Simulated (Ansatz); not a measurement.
C8H4N2, SMILES `N#Cc1cccc(C#N)c1`. Charge 0, multiplicity 1.

```csv
atom,x (Å),y (Å),z (Å)
N1,-2.198,2.803,1.383
C2,-1.516,1.942,1.037
C3,-0.669,0.874,0.615
C4,0.033,0.128,1.562
C5,0.854,-0.907,1.151
C6,0.982,-1.206,-0.194
C7,0.279,-0.460,-1.140
C8,0.410,-0.767,-2.528
N9,0.518,-1.018,-3.646
C10,-0.549,0.583,-0.740
H11,-0.072,0.367,2.613
H12,1.400,-1.487,1.885
H13,1.622,-2.015,-0.523
H14,-1.094,1.162,-1.474
```

(1) Give the diagnostics of a CCSD(T)/def2-TZVPP run (frozen core, Ansatz 0.2.0). (Best estimate.)

Answers

(1) Ansatz gave: T1 = 0.0132, largest single amplitude 0.025, largest double 0.071, (T) share of the correlation energy 5.4 %, 12 CCSD cycles. The RHF solution is unstable towards an unrestricted one. T1 lies under the customary mark of 0.02 for closed shells.
